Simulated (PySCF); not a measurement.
Molfile (atoms numbered from 1):
```
C6H10OS
     RDKit          3D

 18 19  0  0  0  0  0  0  0  0999 V2000
    2.9043   -0.3861   -0.1480 C   0  0  0  0  0  0  0  0  0  0  0  0
    1.5513    0.8081    0.2675 S   0  0  0  0  0  4  0  0  0  0  0  0
    1.3949    1.6560   -0.9130 O   0  0  0  0  0  0  0  0  0  0  0  0
    0.2221   -0.4586    0.1554 C   0  0  2  0  0  0  0  0  0  0  0  0
   -0.2883   -0.7916   -1.2257 C   0  0  0  0  0  0  0  0  0  0  0  0
   -1.1153   -0.0136   -0.2787 C   0  0  0  0  0  0  0  0  0  0  0  0
   -1.8798    1.2511   -0.2913 C   0  0  0  0  0  0  0  0  0  0  0  0
   -2.4949   -0.0178    0.2555 C   0  0  0  0  0  0  0  0  0  0  0  0
    3.8393    0.1640   -0.1597 H   0  0  0  0  0  0  0  0  0  0  0  0
    2.7112   -0.8099   -1.1272 H   0  0  0  0  0  0  0  0  0  0  0  0
    2.9334   -1.1564    0.6133 H   0  0  0  0  0  0  0  0  0  0  0  0
    0.3270   -1.2252    0.9106 H   0  0  0  0  0  0  0  0  0  0  0  0
   -0.5478   -1.8157   -1.4555 H   0  0  0  0  0  0  0  0  0  0  0  0
    0.1657   -0.2469   -2.0432 H   0  0  0  0  0  0  0  0  0  0  0  0
   -1.5986    2.0278    0.4042 H   0  0  0  0  0  0  0  0  0  0  0  0
   -2.2305    1.6243   -1.2417 H   0  0  0  0  0  0  0  0  0  0  0  0
   -2.6350   -0.0999    1.3238 H   0  0  0  0  0  0  0  0  0  0  0  0
   -3.2679   -0.5032   -0.3225 H   0  0  0  0  0  0  0  0  0  0  0  0
  2  1  1  6
  2  3  2  0
  2  4  1  0
  4  5  1  0
  5  6  1  0
  6  7  1  0
  7  8  1  0
  6  4  1  0
  8  6  1  0
  1  9  1  0
  1 10  1  0
  1 11  1  0
  4 12  1  1
  5 13  1  0
  5 14  1  0
  7 15  1  0
  7 16  1  0
  8 17  1  0
  8 18  1  0
M  END
```

Geometry: GFN2-xTB; GIAO shifts from PySCF, gas phase, non-relativistic, averaged over equivalent atoms.

At wB97X-D/3-21G (96 basis functions, about 40 core-seconds):
```json
{"atoms": "C4", "δ (ppm)": "40.0"}
{"atoms": "C1", "δ (ppm)": "38.7"}
{"atoms": "C6", "δ (ppm)": "14.4"}
{"atoms": "C7", "δ (ppm)": "9.7"}
{"atoms": "C8", "δ (ppm)": "9.3"}
{"atoms": "C5", "δ (ppm)": "6.3"}
{"atoms": "O3", "δ (ppm)": "34.1"}
{"atoms": "H14", "δ (ppm)": "2.02"}
{"atoms": "H12", "δ (ppm)": "2.00"}
{"atoms": "H9/H10/H11", "δ (ppm)": "1.97"}
{"atoms": "H16", "δ (ppm)": "1.25"}
{"atoms": "H13", "δ (ppm)": "1.20"}
{"atoms": "H15", "δ (ppm)": "1.13"}
{"atoms": "H18", "δ (ppm)": "1.07"}
{"atoms": "H17", "δ (ppm)": "0.96"}
```

Chemical shifts δ = σref − σ; TMS for $^{13}$C (σref 210.30), $^{1}$H (σref 33.36); $^{17}$O (σref 332.49) vs H2O, all at this level.

Task: Predict the values at PBE0/pcSseg-1 on the same geometry.

Result: 
| atoms | δ at PBE0/pcSseg-1 | change |
| --- | --- | --- |
| C4 | 45.9 | +5.9 |
| C1 | 46.2 | +7.5 |
| C6 | 14.1 | -0.3 |
| C7 | 9.3 | -0.4 |
| C8 | 8.4 | -0.9 |
| C5 | 4.9 | -1.4 |
| O3 | 28.7 | -5.4 |
| H14 | 1.82 | -0.20 |
| H12 | 1.87 | -0.13 |
| H9/H10/H11 | 2.27 | +0.30 |
| H16 | 1.04 | -0.21 |
| H13 | 1.02 | -0.18 |
| H15 | 1.00 | -0.13 |
| H18 | 0.85 | -0.22 |
| H17 | 0.79 | -0.17 |

Scale: $^{13}$C (σref 186.93) and $^{1}$H (σref 31.72) vs TMS; $^{17}$O (σref 336.08) vs H2O (reference shieldings calculated alike).

The largest change is at C1 (methyl carbon bonded to S). Cost: 193 basis functions, roughly 90 core-seconds. The order of the carbon signals changes between the two levels.

Experimental scales use liquid or dissolved standards, which lie at an offset from isolated H2O (liquid H2O: subtract about 36 ppm).
